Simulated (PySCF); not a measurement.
Isomers of C5H7FO2, mass 118.043 u with the commonest isotopes. Method: PBE0-D3(BJ)/def2-SVP geometry optimisation, gas phase (PySCF 2.14.0). One conformer each, none proved a minimum here; rigid rotors.

Question: Order these by dipole moment, largest first.
A. `[CH2:1]=[C:2]([F:3])[C:4](=[O:5])[O:6][CH2:7][CH3:8]` with C1–C2–C4–O5 0°, C2–C4–O6–C7 180°, C4–O6–C7–C8 -179° (CH2=CFCOOEt)
B. `[CH3:1]/[CH:2]=[C:3](/[O:4][CH3:5])[C:6](=[O:7])[F:8]` with C2–C3–O4–C5 1°, C2–C3–C6–O7 -1°
C. `[CH2:1]=[CH:2][O:3][C:4](=[O:5])[CH2:6][CH2:7][F:8]` with C1–C2–O3–C4 -179°, C2–O3–C4–O5 0°, O3–C4–C6–C7 179°, C4–C6–C7–F8 180°

Answer: B (3.94 D), C (1.61 D), A (0.88 D).

Question: Order these by radius of gyration √(Σ m r²/M), smallest first.
A. `[CH2:1]=[CH:2][O:3][C:4](=[O:5])[CH2:6][CH2:7][F:8]` with C1–C2–O3–C4 -179°, C2–O3–C4–O5 0°, O3–C4–C6–C7 179°, C4–C6–C7–F8 180°
B. `[CH3:1]/[CH:2]=[C:3](/[O:4][CH3:5])[C:6](=[O:7])[F:8]` with C2–C3–O4–C5 1°, C2–C3–C6–O7 -1°
C. `[CH2:1]=[C:2]([F:3])[C:4](=[O:5])[O:6][CH2:7][CH3:8]` with C1–C2–C4–O5 0°, C2–C4–O6–C7 180°, C4–O6–C7–C8 -179° (CH2=CFCOOEt)

Answer: B (1.976 Å), C (2.104 Å), A (2.402 Å).

Question: Order these by rotational constant A, smallest first.
A. `[CH2:1]=[C:2]([F:3])[C:4](=[O:5])[O:6][CH2:7][CH3:8]` with C1–C2–C4–O5 0°, C2–C4–O6–C7 180°, C4–O6–C7–C8 -179°
B. `[CH3:1]/[CH:2]=[C:3](/[O:4][CH3:5])[C:6](=[O:7])[F:8]` with C2–C3–O4–C5 1°, C2–C3–C6–O7 -1°
C. `[CH2:1]=[CH:2][O:3][C:4](=[O:5])[CH2:6][CH2:7][F:8]` with C1–C2–O3–C4 -179°, C2–O3–C4–O5 0°, O3–C4–C6–C7 179°, C4–C6–C7–F8 180°

Answer: B (2411 MHz), A (4223 MHz), C (7545 MHz).

```tsv
SMILES	point group	Ia (u·Å²)	Ib (u·Å²)	Ic (u·Å²)	κ	μa (D)	μb (D)	μc (D)
C=COC(=O)CCF	Cs	66.98	617.35	678.01	-0.98	1.45	0.71	0.01
C/C=C(/OC)C(=O)F	Cs	209.63	254.54	457.81	0.35	3.21	2.29	0.00
C=C(F)C(=O)OCC	Cs	119.67	405.90	519.21	-0.83	0.81	0.36	0.01
```
